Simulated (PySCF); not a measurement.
## How methods differ on the excitation energy of Ga²⁺

Ga²⁺ [Ar] 3d10 4s1 (2S) → Ga²⁺ [Ar] 3d10 4d1 (2D), as a difference of total energies. Computed with PySCF 2.14 in aug-cc-pVTZ-DK (7s6p4d2f, 59 functions), with scalar relativity by spin-free X2C-1e. The calculations carry no spin-orbit coupling.

```
   method  excitation energy (cm⁻¹)
      UHF                    137170
      LDA                    146720
      PBE                    142470
     PBE0                    141610
   r2SCAN                    142790
CAM-B3LYP                    145320
    B3LYP                    143360
     TPSS                    140770
   revPBE                    140600
```

A first-order spin-orbit estimate (lowest level to lowest level, LS coupling) adds -0.006 eV.

The promoted electron is Rydberg-like, and one or two diffuse shells describe it only roughly, which tends to raise the upper state.
